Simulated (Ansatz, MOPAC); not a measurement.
Pair of molecules: CH4 (SMILES C) (first 5 atoms) with CH3NO (SMILES NC=O); geometry from B3LYP-D3(BJ)/def2-TZVP.
(charge 0, multiplicity 1):
```xyz
11

C     -0.0189     0.0255    -0.1036
H      0.6967     0.0802     0.7159
H      0.5120     0.0247    -1.0546
H     -0.6021    -0.8929    -0.0250
H     -0.6842     0.8892    -0.0721
N     -1.0927     0.0625     3.3159
C      0.1138     0.1395     3.9281
O      1.1815     0.1744     3.3586
H     -1.1386     0.0315     2.3100
H     -1.9438     0.0385     3.8485
H      0.0266     0.1679     5.0298
```

Interaction energies are E(AB) − E(A) − E(B) at the monomers' geometry in the complex; basis-set methods are counterpoise corrected.

The state that PM3, PM7 reach isn't checked; PM7 holds dispersion and hydrogen-bond terms.

Codes used: Ansatz (a quantum-chemistry and plane-wave program); MOPAC for PM3, PM7 (differences of heats of formation). Each number belongs to the level named beside it.

Problem. Predict the interaction energy from PBE/def2-TZVPPD.

Solution. -37 meV

Problem. What is the computed interaction energy (PM7)?

Solution. -61 meV

Problem. Estimate the interaction energy that PM3 returns for this input.

Solution. -29 meV
